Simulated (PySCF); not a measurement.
C2H6ClNSe, SMILES CN(C)[Se]Cl. Atoms are numbered in the order given.

```xyz
11

Se     0.8178     0.3353     0.0000
Cl    -0.9782     1.7502     0.0000
N      0.0625    -1.2931     0.0000
C     -0.5893    -1.7423    -1.2247
C     -0.5893    -1.7423     1.2247
H     -1.5976    -1.3000    -1.3368
H     -0.6896    -2.8399    -1.2024
H      0.0158    -1.4584    -2.0954
H     -0.6896    -2.8399     1.2024
H     -1.5976    -1.3000     1.3368
H      0.0158    -1.4584     2.0954
```

Coordinates come from a B3LYP-D3(BJ)/def2-SVP optimisation. The values are those of a single conformer.

Two levels are set side by side: PBE/pcSseg-1 (PySCF) and HF/pcSseg-1 (PySCF). GIAO shifts against HCl (³⁵Cl), Me2Se (⁷⁷Se), NH3 (¹⁵N), TMS (¹H), TMS (¹³C) at the same level; non-relativistic, no solvent, atoms listed together averaged. Without spin–orbit terms, shifts of atoms bonded to Cl or Br come out too high at both levels. Differences are taken from unrounded values.

```tsv
quantity	HF	PBE	PBE minus HF
δ(⁷⁷Se) of Se1 (ppm)	1879.9	1907.1	27.2
δ(³⁵Cl) of Cl2 (ppm)	-81.4	102.1	183.5
δ(¹⁵N) of N3 (ppm)	85.2	136.3	51.1
δ(¹³C) of C4, C5 (ppm)	49.2	56.6	7.4
```

Rough cost on one machine, each run with all the roots and properties that it gave: HF against PBE within a factor of 2.
